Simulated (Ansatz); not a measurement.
Ideal-gas functions of C2H3FSi (`FC1=C[SiH2]1`) at 500 K and 1 bar, from an Ansatz frequency run at PBE0-D4/def2-TZVP.

Molar mass 74.13 g/mol, point group Cs (symmetry number 1), electronic degeneracy 1, moments of inertia 29.714, 119.361, 143.071 u Å². Harmonic wavenumbers (cm⁻¹, unscaled): 349, 363, 551, 657, 664, 688, 757, 855, 980, 1012, 1217, 1688, 2230, 2236, 3237.

Use S(trans) = R[1.5 ln M + 2.5 ln T − 1.1517]; rotational temperatures θ = 24.2544 K / I; S(rot) = R[ln(√π/σ · √(T³/θAθBθC)) + 1.5]; for each mode x = 1.438777 ν̃/T, S = R[x/(eˣ − 1) − ln(1 − e⁻ˣ)] and H = RT x/(eˣ − 1); 1 cm⁻¹ = 0.0119627 kJ/mol; R = 8.31446 J/(mol·K).

Problem. By hand: the entropy, in J/(mol·K).

Solution. Translation 173.3. Rotation: θ = 0.8163, 0.2032, 0.1695 K, giving 109.6. Vibration, mode by mode: 8.62, 8.32, 5.30, 4.16, 4.09, 3.87, 3.31, 2.65, 2.00, 1.86, 1.16, 0.38, 0.10, 0.10, 0.01, in all 45.9. Electronic 0.0. Sum 328.8 J/(mol·K).

Problem. By hand: H − E and G − E in kJ/mol, counted from the electronic energy.

Solution. Zero-point energy ½ × 17484 × 0.0119627 = 104.6; thermal vibration 14.8; translation, rotation and pV give 4 RT = 16.6. H − E = 136.0 kJ/mol, and G − E = 136.0 − 500 × 328.8/1000 = -28.4 kJ/mol.

Vibration gives 14 % of the entropy.
